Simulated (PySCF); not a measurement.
Dipole response of Pd²⁺ (palladium, charge +2)

[Kr] 4d8, high-spin 3F determinant. Calculation: PySCF 2.14, in x2c-QZVPPall with one added diffuse shell each of s, p, d, f, g type (14s9p8d5f3g, 143 functions); scalar relativity by spin-free X2C-1e. Coupled (time-dependent) response in atomic units; α is the mean over directions.

```csv
method,mean α (bohr³),C₆ (like pair),S(−4)
B97-3,6.589,34.59,10.43
```

S(−4) is the Cauchy moment in α(ω) = α(0) + S(−4) ω² + …

Spin-orbit coupling is absent.

α(iu) at B97-3:

```tsv
u (hartree)	α(iu) (bohr³)
0	6.589
0.0500	6.563
0.100	6.487
0.200	6.213
0.300	5.835
0.500	5.007
0.750	4.099
1.00	3.387
1.50	2.394
2.00	1.761
3.00	1.048
5.00	0.4848
```

For an ion, C₆ is the dispersion term alone; charge-induced terms of lower order in 1/R come first.
